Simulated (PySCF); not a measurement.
Method: PBE-D3(BJ)/def2-TZVP // CAM-B3LYP-D3(BJ)/def2-TZVP run with PySCF. All species are isolated molecules in the gas phase. One relaxed conformer stands for a flexible species; it need not be the lowest. Delta-SCF ions had no search for a lower state. Excitations are Tamm–Dancoff values on a coarser integration grid. The basis has no diffuse functions, so Rydberg states are missing or too high.

Reference species (SMILES): `BC(=C)CC#N` (neutral, multiplicity 1).

```yaml
T1 excitation (TDA): 3.55 eV
HOMO–LUMO gap: 4.22 eV
vertical ionisation energy (Delta-SCF): 10.57 eV
```

Changed species: `BC/C=C\C#N`.

Q: Give the shifts of the T1 excitation (TDA), HOMO–LUMO gap and vertical ionisation energy (Delta-SCF).

A: the T1 excitation (TDA) rises by 0.21 eV, to 3.76 eV; the HOMO–LUMO gap decreases by 0.28 eV, to 3.94 eV; the vertical ionisation energy (Delta-SCF) falls by 0.87 eV, to 9.70 eV.
